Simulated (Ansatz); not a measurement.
# Molecular dynamics of BClFHO

Input file:

```yaml
crystal:
  periodic: [false, false, false]
  atoms:
    - { symbol: B, position_ang: [0.046123, -0.07837, 0.085044] }
    - { symbol: F, position_ang: [-0.115844, 0.275858, 1.342068] }
    - { symbol: O, position_ang: [1.274096, -0.385663, -0.352169] }
    - { symbol: H, position_ang: [1.299428, -0.63279, -1.281765] }
    - { symbol: Cl, position_ang: [-1.372603, -0.130935, -0.968078] }
basis:
  gaussian: { orbitals: def2-SVP }
hamiltonian:
  xc: pbe0
  dispersion: d4
md:
  timestep: 0.5
  n_steps: 100
  ensemble: nve
  temperature: 50.0
  initial_velocities: maxwell_boltzmann
  seed: 704196
```

Command:

```bash
$ ansatz run input.yaml --threads 1 --pin off --max-ram 2048MiB --backend cpu --events-out ev --progress --plain --runs-dir out
```

It starts from a relaxed structure.

Output, in part (one step line in 2, the closing report, with atoms numbered from 0):

```
md step     0: t =     0.00 fs  T =    50.0 K  F+E_penalty+E_count = -17965.68377462 eV  E_kin = 0.019389 eV  conserved = -17965.66438562 eV  (24 SCF iters)
md step     2: t =     1.00 fs  T =    47.6 K  F+E_penalty+E_count = -17965.68282257 eV  E_kin = 0.018453 eV  conserved = -17965.66436959 eV  (24 SCF iters)
md step     4: t =     2.00 fs  T =    42.5 K  F+E_penalty+E_count = -17965.68084085 eV  E_kin = 0.016493 eV  conserved = -17965.66434792 eV  (23 SCF iters)
md step     6: t =     3.00 fs  T =    37.9 K  F+E_penalty+E_count = -17965.67903860 eV  E_kin = 0.014685 eV  conserved = -17965.66435376 eV  (23 SCF iters)
md step     8: t =     4.00 fs  T =    32.9 K  F+E_penalty+E_count = -17965.67713857 eV  E_kin = 0.012769 eV  conserved = -17965.66436974 eV  (23 SCF iters)
md step    10: t =     5.00 fs  T =    25.7 K  F+E_penalty+E_count = -17965.67433203 eV  E_kin = 0.009974 eV  conserved = -17965.66435796 eV  (22 SCF iters)
md step    12: t =     6.00 fs  T =    18.0 K  F+E_penalty+E_count = -17965.67131386 eV  E_kin = 0.006984 eV  conserved = -17965.66433015 eV  (23 SCF iters)
md step    14: t =     7.00 fs  T =    13.6 K  F+E_penalty+E_count = -17965.66960399 eV  E_kin = 0.005272 eV  conserved = -17965.66433180 eV  (23 SCF iters)
md step    16: t =     8.00 fs  T =    12.3 K  F+E_penalty+E_count = -17965.66914311 eV  E_kin = 0.004788 eV  conserved = -17965.66435497 eV  (23 SCF iters)
md step    18: t =     9.00 fs  T =    11.2 K  F+E_penalty+E_count = -17965.66869965 eV  E_kin = 0.004345 eV  conserved = -17965.66435477 eV  (23 SCF iters)
md step    20: t =    10.00 fs  T =    10.1 K  F+E_penalty+E_count = -17965.66825353 eV  E_kin = 0.003919 eV  conserved = -17965.66433487 eV  (25 SCF iters)
md step    22: t =    11.00 fs  T =    11.6 K  F+E_penalty+E_count = -17965.66884926 eV  E_kin = 0.004514 eV  conserved = -17965.66433552 eV  (23 SCF iters)
md step    24: t =    12.00 fs  T =    15.6 K  F+E_penalty+E_count = -17965.67042149 eV  E_kin = 0.006061 eV  conserved = -17965.66436098 eV  (23 SCF iters)
md step    26: t =    13.00 fs  T =    18.6 K  F+E_penalty+E_count = -17965.67156786 eV  E_kin = 0.007197 eV  conserved = -17965.66437110 eV  (23 SCF iters)
md step    28: t =    14.00 fs  T =    19.1 K  F+E_penalty+E_count = -17965.67173840 eV  E_kin = 0.007388 eV  conserved = -17965.66435047 eV  (23 SCF iters)
md step    30: t =    15.00 fs  T =    19.8 K  F+E_penalty+E_count = -17965.67202161 eV  E_kin = 0.007681 eV  conserved = -17965.66434038 eV  (22 SCF iters)
md step    32: t =    16.00 fs  T =    22.1 K  F+E_penalty+E_count = -17965.67294753 eV  E_kin = 0.008587 eV  conserved = -17965.66436094 eV  (22 SCF iters)
md step    34: t =    17.00 fs  T =    23.4 K  F+E_penalty+E_count = -17965.67344102 eV  E_kin = 0.009070 eV  conserved = -17965.66437114 eV  (22 SCF iters)
md step    36: t =    18.00 fs  T =    22.2 K  F+E_penalty+E_count = -17965.67297027 eV  E_kin = 0.008620 eV  conserved = -17965.66435019 eV  (22 SCF iters)
md step    38: t =    19.00 fs  T =    21.5 K  F+E_penalty+E_count = -17965.67268249 eV  E_kin = 0.008349 eV  conserved = -17965.66433369 eV  (23 SCF iters)
md step    40: t =    20.00 fs  T =    23.6 K  F+E_penalty+E_count = -17965.67349239 eV  E_kin = 0.009144 eV  conserved = -17965.66434833 eV  (23 SCF iters)
md step    42: t =    21.00 fs  T =    26.4 K  F+E_penalty+E_count = -17965.67460399 eV  E_kin = 0.010236 eV  conserved = -17965.66436790 eV  (23 SCF iters)
md step    44: t =    22.00 fs  T =    27.3 K  F+E_penalty+E_count = -17965.67495077 eV  E_kin = 0.010593 eV  conserved = -17965.66435781 eV  (23 SCF iters)
md step    46: t =    23.00 fs  T =    27.6 K  F+E_penalty+E_count = -17965.67505814 eV  E_kin = 0.010720 eV  conserved = -17965.66433819 eV  (23 SCF iters)
md step    48: t =    24.00 fs  T =    29.9 K  F+E_penalty+E_count = -17965.67594990 eV  E_kin = 0.011601 eV  conserved = -17965.66434867 eV  (23 SCF iters)
md step    50: t =    25.00 fs  T =    32.7 K  F+E_penalty+E_count = -17965.67706380 eV  E_kin = 0.012693 eV  conserved = -17965.66437085 eV  (23 SCF iters)
md step    52: t =    26.00 fs  T =    33.1 K  F+E_penalty+E_count = -17965.67720620 eV  E_kin = 0.012841 eV  conserved = -17965.66436478 eV  (23 SCF iters)
md step    54: t =    27.00 fs  T =    31.8 K  F+E_penalty+E_count = -17965.67668614 eV  E_kin = 0.012343 eV  conserved = -17965.66434290 eV  (23 SCF iters)
md step    56: t =    28.00 fs  T =    31.8 K  F+E_penalty+E_count = -17965.67669065 eV  E_kin = 0.012348 eV  conserved = -17965.66434308 eV  (23 SCF iters)
md step    58: t =    29.00 fs  T =    33.1 K  F+E_penalty+E_count = -17965.67721765 eV  E_kin = 0.012854 eV  conserved = -17965.66436371 eV  (23 SCF iters)
md step    60: t =    30.00 fs  T =    33.0 K  F+E_penalty+E_count = -17965.67716159 eV  E_kin = 0.012795 eV  conserved = -17965.66436694 eV  (22 SCF iters)
md step    62: t =    31.00 fs  T =    31.0 K  F+E_penalty+E_count = -17965.67637094 eV  E_kin = 0.012026 eV  conserved = -17965.66434485 eV  (22 SCF iters)
md step    64: t =    32.00 fs  T =    30.1 K  F+E_penalty+E_count = -17965.67602709 eV  E_kin = 0.011688 eV  conserved = -17965.66433869 eV  (22 SCF iters)
md step    66: t =    33.00 fs  T =    31.2 K  F+E_penalty+E_count = -17965.67644493 eV  E_kin = 0.012083 eV  conserved = -17965.66436197 eV  (25 SCF iters)
md step    68: t =    34.00 fs  T =    31.0 K  F+E_penalty+E_count = -17965.67638050 eV  E_kin = 0.012008 eV  conserved = -17965.66437272 eV  (23 SCF iters)
md step    70: t =    35.00 fs  T =    28.1 K  F+E_penalty+E_count = -17965.67525047 eV  E_kin = 0.010897 eV  conserved = -17965.66435360 eV  (22 SCF iters)
md step    72: t =    36.00 fs  T =    25.1 K  F+E_penalty+E_count = -17965.67409014 eV  E_kin = 0.009750 eV  conserved = -17965.66434002 eV  (23 SCF iters)
md step    74: t =    37.00 fs  T =    23.9 K  F+E_penalty+E_count = -17965.67363879 eV  E_kin = 0.009283 eV  conserved = -17965.66435580 eV  (22 SCF iters)
md step    76: t =    38.00 fs  T =    22.3 K  F+E_penalty+E_count = -17965.67303118 eV  E_kin = 0.008658 eV  conserved = -17965.66437279 eV  (22 SCF iters)
md step    78: t =    39.00 fs  T =    18.0 K  F+E_penalty+E_count = -17965.67135574 eV  E_kin = 0.006998 eV  conserved = -17965.66435754 eV  (22 SCF iters)
md step    80: t =    40.00 fs  T =    13.2 K  F+E_penalty+E_count = -17965.66944587 eV  E_kin = 0.005112 eV  conserved = -17965.66433384 eV  (23 SCF iters)
md step    82: t =    41.00 fs  T =    10.9 K  F+E_penalty+E_count = -17965.66857840 eV  E_kin = 0.004236 eV  conserved = -17965.66434232 eV  (22 SCF iters)
md step    84: t =    42.00 fs  T =    10.3 K  F+E_penalty+E_count = -17965.66833770 eV  E_kin = 0.003977 eV  conserved = -17965.66436120 eV  (23 SCF iters)
md step    86: t =    43.00 fs  T =     8.7 K  F+E_penalty+E_count = -17965.66774172 eV  E_kin = 0.003391 eV  conserved = -17965.66435061 eV  (23 SCF iters)
md step    88: t =    44.00 fs  T =     7.8 K  F+E_penalty+E_count = -17965.66736119 eV  E_kin = 0.003033 eV  conserved = -17965.66432813 eV  (22 SCF iters)
md step    90: t =    45.00 fs  T =    10.5 K  F+E_penalty+E_count = -17965.66841434 eV  E_kin = 0.004081 eV  conserved = -17965.66433291 eV  (23 SCF iters)
md step    92: t =    46.00 fs  T =    16.2 K  F+E_penalty+E_count = -17965.67063732 eV  E_kin = 0.006280 eV  conserved = -17965.66435739 eV  (23 SCF iters)
md step    94: t =    47.00 fs  T =    21.5 K  F+E_penalty+E_count = -17965.67269765 eV  E_kin = 0.008337 eV  conserved = -17965.66436038 eV  (23 SCF iters)
md step    96: t =    48.00 fs  T =    26.0 K  F+E_penalty+E_count = -17965.67441585 eV  E_kin = 0.010075 eV  conserved = -17965.66434117 eV  (23 SCF iters)
md step    98: t =    49.00 fs  T =    32.0 K  F+E_penalty+E_count = -17965.67676472 eV  E_kin = 0.012420 eV  conserved = -17965.66434469 eV  (23 SCF iters)
md step   100: t =    50.00 fs  T =    39.0 K  F+E_penalty+E_count = -17965.67950702 eV  E_kin = 0.015133 eV  conserved = -17965.66437354 eV  (25 SCF iters)
Total energy: -17965.67952539 eV, -660.2265449832 hartree
Atom 0 at     0.050880    -0.061723     0.080573 Å, force    -0.275697    -0.207609     0.031235 eV/Å
Atom 1 at    -0.115572     0.271630     1.341878 Å, force     0.014528     0.101425     0.028174 eV/Å
Atom 2 at     1.269726    -0.388544    -0.350357 Å, force     0.294060     0.064831     0.100590 eV/Å
Atom 3 at     1.316180    -0.640790    -1.274323 Å, force    -0.048632    -0.025095    -0.150505 eV/Å
Atom 4 at    -1.372704    -0.132218    -0.967642 Å, force     0.015742     0.066448    -0.009494 eV/Å
Dipole moment:     0.163750    -0.114377    -0.385482 e Å
```

All steps were run. The conserved energy stayed within 0.012 meV per atom of its start (net change 0.0024 meV per atom), so the integration is sound. A run of 0.05 ps of so small a system gives no equilibrium averages.

The same pairs are bonded in the first frame and the last. Pairs count as bonded within 1.25 times the sum of covalent radii (0.12 Å more for H–H).

Last frame:

```xyz
5
Properties=species:S:1:pos:R:3
B 0.051 -0.062 0.081
F -0.116 0.272 1.342
O 1.270 -0.389 -0.350
H 1.316 -0.641 -1.274
Cl -1.373 -0.132 -0.968
```

Time of the run: 2.7 min on 1 thread of Arm Neoverse V1 (shared host), peak memory 0.11 GiB.
